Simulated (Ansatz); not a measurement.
Molecule: HSe, charge -1, multiplicity 1. 
Geometry from a B3LYP-D3(BJ)/def2-TZVP (Ansatz, a program for electronic structure) optimisation:
```
Se
H 1 1.4783
```
Charge -1, spin multiplicity 1.

Total electronic energies in hartree. Correlated levels leave the core frozen unless marked. Spin-orbit coupling is left out. Frozen are the shells of the preceding noble gas and the d and f shells that filled before the atom's block. Non-relativistic. FCI takes restricted orbitals. Basis-set limits of correlation are two-point, X^-3; Hartree-Fock from the larger set.

```csv
level,program,energy (Eh)
HF/def2-SVPD,Ansatz,-2400.16098
SVWN5/def2-TZVPD,Ansatz,-2398.77877
revPBE-D4/def2-TZVPD,Ansatz + dftd4,___
RI-MP2/def2-QZVPPD,Ansatz,-2400.68839
SCS-MP2/def2-SVPD,Ansatz,-2400.29873
SCS-MP2/cc-pV5Z,Ansatz,-2400.69697
FCI/STO-3G,Ansatz,___
"CCSD(T)/CBS(aug-cc-pVTZ,aug-cc-pVQZ)",Ansatz,-2400.7249
"CCSD(T)/CBS(def2-TZVPPD,def2-QZVPPD)",Ansatz,-2400.7242
```

**Question.** What belongs in the gaps?

**Answer.** 
- revPBE-D4/def2-TZVPD, energy (Eh): -2402.00225
- FCI/STO-3G, energy (Eh): -2373.99056
